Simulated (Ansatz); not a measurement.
Relaxation of ClH₅O₃SZr (11 atoms, charge 0, multiplicity 1), to a largest force component of 0.03 eV/Å in at most 50 steps.

These are results of Ansatz, RKS B3LYP-D4/def2-SVP, not measurements.

```xyz
11
Properties=species:S:1:pos:R:3
Zr 0.017 0.493 -0.208
Cl 1.042 -1.264 2.911
O 1.608 -0.452 -0.726
H 2.360 -0.983 -1.000
O -0.790 1.341 -1.734
H -1.231 1.735 -2.491
O -1.334 -0.569 0.665
H -1.473 -1.321 1.255
S 0.673 2.270 1.493
H 1.935 2.434 1.029
H 1.050 0.072 2.816
```

Task: Where does it end, and by what steps?

Result: The forces met the threshold. The force dipped under the threshold on the way, but the program's further checks kept it going. After 45 steps the energy has fallen by 0.080 eV; Cl2 moved furthest, 1.14 Å.

```
step  energy less start (eV)  largest force component (eV/Å)  accepted
   0                  0.0000                           0.824       yes
   2                 -0.0442                           0.492       yes
   4                 -0.0524                           0.233        no
   6                 -0.0559                           0.139       yes
   8                 -0.0569                           0.150       yes
  10                 -0.0581                           0.045       yes
  12                 -0.0591                           0.088       yes
  14                 -0.0604                           0.213       yes
  16                 -0.0616                           0.245       yes
  18                 -0.0651                           0.043       yes
  20                 -0.0653                           0.194        no
  22                 -0.0661                           0.066       yes
  24                 -0.0666                           0.036       yes
  26                 -0.0671                           0.035       yes
  28                 -0.0674                           0.094       yes
  30                 -0.0680                           0.097       yes
  32                 -0.0684                           0.083       yes
  34                 -0.0658                           0.427        no
  36                 -0.0724                           0.120       yes
  38                 -0.0733                           0.311        no
  40                 -0.0778                           0.060       yes
  42                 -0.0794                           0.088       yes
  44                 -0.0800                           0.053       yes
  45                 -0.0801                           0.018       yes
```

```xyz
11
Properties=species:S:1:pos:R:3
Zr -0.128 0.442 -0.209
Cl 2.117 -1.070 2.592
O 1.496 -0.532 -0.605
H 2.043 -1.115 -0.059
O -0.632 1.445 -1.771
H -0.981 1.873 -2.554
O -1.507 -0.656 0.543
H -2.151 -1.294 0.859
S 0.475 1.985 1.708
H 1.526 2.537 1.052
H 1.599 0.141 2.454
```

Whether the end is a true minimum wasn't checked by a vibrational analysis.

Run time: 110 s on 4 threads of Arm Neoverse V2, on a shared host, peak memory 0.37 GiB.
